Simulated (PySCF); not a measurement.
HP₂ (SMILES P#[PH+]), charge +1, singlet, geometry from GFN2-xTB; PySCF with M062X/STO-3G.

Here is a job for PySCF.
```python
from pyscf import gto, scf, dft

mol = gto.Mole()
mol.atom = '''
    P    -0.00000000   -0.00000000   -1.02596741
    P     0.00000000    0.00000000    0.87502951
    H     0.00000000    0.00000000    2.26406841
'''
mol.basis = 'sto-3g'
mol.charge = 1
mol.verbose = 4
mol.build()

mf = dft.RKS(mol)
mf.xc = 'm062x'
mf.init_guess = 'sap'
mf.kernel()
mf.analyze()
```

It wrote (shortened):

```
PySCF version 2.14.0

[INPUT] verbose = 4
[INPUT] num. atoms = 3
[INPUT] num. electrons = 30
[INPUT] charge = 1
[INPUT] spin (= nelec alpha-beta = 2S) = 0
[INPUT] symmetry False subgroup None
[INPUT] Mole.unit = angstrom
[INPUT] Symbol           X                Y                Z      unit          X                Y                Z       unit  Magmom
[INPUT]  1 P      0.000000000000   0.000000000000  -1.025967410000 AA    0.000000000000   0.000000000000  -1.938797417629 Bohr   0.0
[INPUT]  2 P      0.000000000000   0.000000000000   0.875029510000 AA    0.000000000000   0.000000000000   1.653566124812 Bohr   0.0
[INPUT]  3 H      0.000000000000   0.000000000000   2.264068410000 AA    0.000000000000   0.000000000000   4.278469222179 Bohr   0.0

nuclear repulsion = 70.7599916689889
number of shells = 11
number of NR pGTOs = 57
number of NR cGTOs = 19
basis = sto-3g
ecp = {}

******** <class 'pyscf.dft.rks.RKS'> ********
method = RKS
initial guess = sap
damping factor = 0
level_shift factor = 0
DIIS = <class 'pyscf.scf.diis.CDIIS'>
diis_start_cycle = 1
diis_space = 8
diis_damp = 0
SCF conv_tol = 1e-09
SCF conv_tol_grad = None
SCF max_cycles = 50
direct_scf = True
direct_scf_tol = 1e-13
XC library pyscf.dft.libxc version 7.1.2
    S. Lehtola, C. Steigemann, M. J. T. Oliveira, and M. A. L. Marques,  SoftwareX 7, 1–5 (2018)
XC functionals = m062x
    Y. Zhao and D. G. Truhlar,  Theor. Chem. Acc. 120, 215 (2008)
    Y. Zhao and D. G. Truhlar,  Theor. Chem. Acc. 120, 215 (2008)
radial grids:
    Treutler-Ahlrichs [JCP 102, 346 (1995); DOI:10.1063/1.469408] (M4) radial grids

becke partition: Becke, JCP 88, 2547 (1988); DOI:10.1063/1.454033
pruning grids: <function nwchem_prune>
grids dens level: 3
symmetrized grids: False
atomic radii adjust function: <function treutler_atomic_radii_adjust>
small_rho_cutoff = 0
Set gradient conv threshold to 3.16228e-05
Initial guess from superposition of atomic potentials (doi:10.1021/acs.jctc.8b01089)
This is the Gaussian fit version as described in doi:10.1063/5.0004046.
Found SAP basis sapgrasplarge

WARN: SAP basis coefficients must be equal or closeto total electronic charge: -31.0 !≃ 30
Check fails with value 1.0

  HOMO = -0.385831660052764  LUMO = -0.195383369518568  gap/eV = 5.18236
tot grids = 48168
init E= -675.061339183058
  HOMO = -0.547479788260151  LUMO = -0.139633951042096  gap/eV = 11.09805
cycle= 1 E= -674.246137070935  delta_E= 0.815  |g|= 1.41  |ddm|= 3.46
  HOMO = -0.423524627785071  LUMO = -0.187824492772719  gap/eV = 6.41373
cycle= 2 E= -672.140219143922  delta_E= 2.11  |g|= 2.21  |ddm|=  6.5
  HOMO = -0.496546885782254  LUMO = -0.244427680898014  gap/eV = 6.86051
cycle= 3 E= -675.259286003814  delta_E= -3.12  |g|= 0.284  |ddm|= 5.02
  HOMO = -0.486932248827839  LUMO = -0.19043627836819  gap/eV = 8.06807
cycle= 4 E= -675.277720075162  delta_E= -0.0184  |g|= 0.185  |ddm|= 0.38
  HOMO = -0.502019595251282  LUMO = -0.204860279909356  gap/eV = 8.08612
cycle= 5 E= -675.287930058923  delta_E= -0.0102  |g|= 0.096  |ddm|= 0.148
  HOMO = -0.504827744972726  LUMO = -0.204589917813238  gap/eV = 8.16989
cycle= 6 E= -675.291442241631  delta_E= -0.00351  |g|= 0.0118  |ddm|= 0.159
  HOMO = -0.505042583867053  LUMO = -0.204277463485321  gap/eV = 8.18424
cycle= 7 E= -675.291493512663  delta_E= -5.13e-05  |g|= 0.00218  |ddm|= 0.0152
  HOMO = -0.505031764884204  LUMO = -0.204290945827988  gap/eV = 8.18357
cycle= 8 E= -675.291495197569  delta_E= -1.68e-06  |g|= 0.000286  |ddm|= 0.00296
  HOMO = -0.505022800132737  LUMO = -0.204300059408392  gap/eV = 8.18308
cycle= 9 E= -675.291495226382  delta_E= -2.88e-08  |g|= 2.51e-05  |ddm|= 0.000436
  HOMO = -0.505022484487282  LUMO = -0.204299991852653  gap/eV = 8.18308
cycle= 10 E= -675.291495226612  delta_E= -2.3e-10  |g|= 4.46e-07  |ddm|= 3.63e-05
  HOMO = -0.505022514117017  LUMO = -0.204299972096291  gap/eV = 8.18308
Extra cycle  E= -675.291495226611  delta_E= 1.59e-12  |g|= 1.21e-06  |ddm|= 2.32e-06
converged SCF energy = -675.291495226611
**** SCF Summaries ****
Total Energy =                        -675.291495226610550
Nuclear Repulsion Energy =              70.759991668988903
One-electron Energy =                -1070.191791325840313
Two-electron Energy =                  324.140304430240917
Two-electron Coulomb Energy =          370.712036416930744
DFT Exchange-Correlation Energy =      -46.571731986689855
HOMO-LUMO gap [eV] =                     8.183077175841637
**** MO energy ****
MO #1   energy= -77.4227784118805  occ= 2
MO #2   energy= -77.4009081816165  occ= 2
MO #3   energy= -6.94094199648914  occ= 2
MO #4   energy= -6.92595396714301  occ= 2
MO #5   energy= -4.97871331591756  occ= 2
MO #6   energy= -4.97333877451609  occ= 2
MO #7   energy= -4.97333877451608  occ= 2
MO #8   energy= -4.97018348332679  occ= 2
MO #9   energy= -4.9613443704203   occ= 2
MO #10  energy= -4.96134437042028  occ= 2
MO #11  energy= -0.998003173021658 occ= 2
MO #12  energy= -0.815468094736445 occ= 2
MO #13  energy= -0.604102317976419 occ= 2
MO #14  energy= -0.505022514117019 occ= 2
MO #15  energy= -0.505022514117017 occ= 2
MO #16  energy= -0.204299972096291 occ= 0
MO #17  energy= -0.204299972096289 occ= 0
MO #18  energy= -0.137956869586302 occ= 0
MO #19  energy= 0.279088884436313  occ= 0
 ** Mulliken pop on meta-lowdin orthogonal AOs  **
 ** Mulliken pop  **
pop of  0 P 1s            2.00000
pop of  0 P 2s            1.99998
pop of  0 P 3s            1.90095
pop of  0 P 2px           1.99936
pop of  0 P 2py           1.99936
pop of  0 P 2pz           1.99848
pop of  0 P 3px           0.90381
pop of  0 P 3py           0.90381
pop of  0 P 3pz           0.77088
pop of  1 P 1s            1.99996
pop of  1 P 2s            1.99624
pop of  1 P 3s            1.48923
pop of  1 P 2px           1.99942
pop of  1 P 2py           1.99942
pop of  1 P 2pz           1.99789
pop of  1 P 3px           1.09740
pop of  1 P 3py           1.09740
pop of  1 P 3pz           0.96306
pop of  2 H 1s            0.88333
 ** Mulliken atomic charges  **
charge of    0P =      0.52336
charge of    1P =      0.35997
charge of    2H =      0.11667

WARN: System has nonzero charge 1; the dipole moment is origin-dependent.
Location of origin: [0. 0. 0.]

Dipole moment(X, Y, Z, Debye):  0.00000,  0.00000,  1.31575
```
